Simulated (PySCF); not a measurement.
C$_{2}$H$_{6}$AlF, singlet, geometry from GFN2-xTB (such geometries of metal compounds can be far from the true shape).

The PySCF input:
```python
from pyscf import gto, scf, dft

mol = gto.M(
    atom='''
Al   -0.018122    0.013841   -0.018150
C     1.808266   -0.200631   -0.776433
H     2.235444   -1.187839   -0.587723
H     2.517574    0.524854   -0.369295
H     1.788200   -0.049842   -1.860537
C    -0.745277   -0.556671    1.742736
H    -1.426969   -1.406597    1.640447
H    -1.330043    0.248003    2.199605
H     0.027221   -0.849799    2.455767
F    -1.105974    0.787233   -1.004459
''',
    basis='pcseg-0',
    charge=0,
    spin=0,
    verbose=4,
    max_memory=1800,
)

mf = dft.RKS(mol)
mf.xc = 'camb3lyp'
mf = mf.density_fit(auxbasis='def2-universal-jkfit')
mf.kernel()
```

Question: What does this run give for the HOMO-LUMO gap, dipole moment, Mulliken (on the basis functions themselves) charges in atom order, total energy, number of basis functions, HOMO energy?

Answer: 
| Property | Result |
|---|---|
| HOMO-LUMO gap | 10.08 eV |
| dipole moment | 1.83 D |
| Mulliken (on the basis functions themselves) charges in atom order | Al1 1.48, C2 -1.15, H3 0.21, H4 0.22, H5 0.22, C6 -1.15, H7 0.22, H8 0.22, H9 0.21, F10 -0.50 |
| total energy | -421.362346 Ha |
| number of basis functions | 52 |
| HOMO energy | -9.41 eV |
